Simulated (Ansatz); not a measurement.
Harmonic frequencies (cm⁻¹) at PBE0-D4/def2-TZVP from Ansatz: 391, 404, 505, 694, 890, 898, 974, 1091, 1097, 1270, 1470, 1721, 3114, 3193, 3908.

Each molecule was computed in one conformer, which needn't be the lowest.

**Question.** Which molecule is it?
A. `BC(=O)O`
B. `OB1CO1`
C. `OC(O)I`
D. `B1OCO1`

**Answer.** B.
